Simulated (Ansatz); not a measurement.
CH7NOSn, SMILES `[NH2][SnH2][CH2]O`, relaxed with RKS PBE0-D4/def2-TZVP in Ansatz 0.2.0 from a PBE-D4/def2-SVP geometry. The force threshold is 0.005 eV/Å; the program also tests the step.

Charge 0, multiplicity 1. Sn takes the def2 core potential.

Start:

```xyz
11

N     0.211   -2.208    0.919
Sn   -0.660   -0.386    0.400
C     0.425    1.046   -0.913
O    -0.199    2.315   -0.853
H     1.150   -2.064    1.319
H     0.354   -2.790    0.081
H    -0.886    0.460    1.903
H    -2.195   -0.799   -0.288
H     1.509    1.068   -0.652
H     0.343    0.685   -1.958
H    -0.053    2.673    0.042
```

```csv
step,energy (eV),largest force (eV/Å),largest move (Å)
1,-10515.6890,0.691,0.000
2,-10515.7523,0.384,0.096
3,-10515.7634,0.137,0.046
4,-10515.7640,0.141,0.072
5,-10515.7669,0.037,0.046
6,-10515.7671,0.021,0.007
7,-10515.7672,0.008,0.008
8,-10515.7673,0.006,0.013
9,-10515.7673,0.006,0.015
10,-10515.7673,0.009,0.014
11,-10515.7674,0.008,0.012
12 (rejected),-10515.7674,0.013,0.004
13,-10515.7674,0.005,0.002
14,-10515.7674,0.001,0.001
```

End:

```xyz
11

N     0.267   -2.093    0.873
Sn   -0.710   -0.371    0.405
C     0.404    0.994   -0.880
O    -0.107    2.313   -0.830
H     1.208   -1.955    1.220
H     0.318   -2.751    0.106
H    -0.963    0.460    1.884
H    -2.186   -0.860   -0.301
H     1.470    0.953   -0.626
H     0.305    0.661   -1.914
H    -0.005    2.650    0.063
```

Run time 40 s (4 threads of an Arm Neoverse V2 on a shared host); peak host memory 0.45 GiB.
